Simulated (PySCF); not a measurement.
water (H₂O), SMILES O. Atoms are numbered in the order given.

```xyz
3

O      0.0000     0.0000    -0.1169
H      0.0000    -0.7650     0.4675
H      0.0000     0.7650     0.4675
```

Geometry: B3LYP-D3(BJ)/def2-TZVP.

These are PBE0/pcSseg-2 (PySCF) values and carry that method's errors.

GIAO shieldings, no solvent; atoms alike by connectivity are averaged. δ = σ(ref) − σ: ¹H against TMS (σ = 31.54 ppm), references at their B3LYP-D3(BJ)/def2-TZVP geometries, non-relativistic.

```json
[
 {"nucleus": "¹H", "atoms": "H2, H3", "count": "2", "δ (ppm)": "0.77"}
]
```
